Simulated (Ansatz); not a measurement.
Relaxation of C2H6OSn (10 atoms, charge 0, multiplicity 1), to a largest force component of 0.02 eV/Å in at most 50 steps.

The calculation used RKS r2SCAN/def2-SVP (Ansatz).

```xyz
10
Properties=species:S:1:pos:R:3
C -0.790 0.685 -0.485
C -0.491 -0.735 -0.254
Sn 1.233 -0.163 0.710
O 0.317 1.435 0.092
H -0.886 0.950 -1.601
H -1.789 1.021 0.006
H -1.179 -1.235 0.430
H -0.248 -1.270 -1.201
H 1.197 -0.321 2.506
H 2.719 -0.418 -0.199
```

Q: Where does it end, and by what steps?

A: The forces met the threshold. After 6 steps the energy has fallen by 0.533 eV; H10 moved furthest, 0.23 Å.

| step | energy less start (eV) | largest force component (eV/Å) | accepted |
| --- | --- | --- | --- |
| 0 | 0.0000 | 3.014 | yes |
| 1 | -0.4677 | 1.438 | yes |
| 2 | -0.5267 | 0.542 | yes |
| 3 | -0.5162 | 0.649 | no |
| 4 | -0.5326 | 0.066 | yes |
| 5 | -0.5328 | 0.031 | yes |
| 6 | -0.5329 | 0.004 | yes |

```xyz
10
Properties=species:S:1:pos:R:3
C -0.810 0.737 -0.495
C -0.550 -0.777 -0.295
Sn 1.274 -0.195 0.735
O 0.277 1.457 0.092
H -0.891 0.984 -1.573
H -1.766 1.037 -0.022
H -1.286 -1.302 0.332
H -0.386 -1.351 -1.219
H 1.404 -0.271 2.448
H 2.818 -0.370 -0.001
```

Time of the run: 11 s on 2 threads of Intel(R) Xeon(R) Platinum 8488C (Sapphire Rapids), with other jobs on the host, peak memory 0.18 GiB.
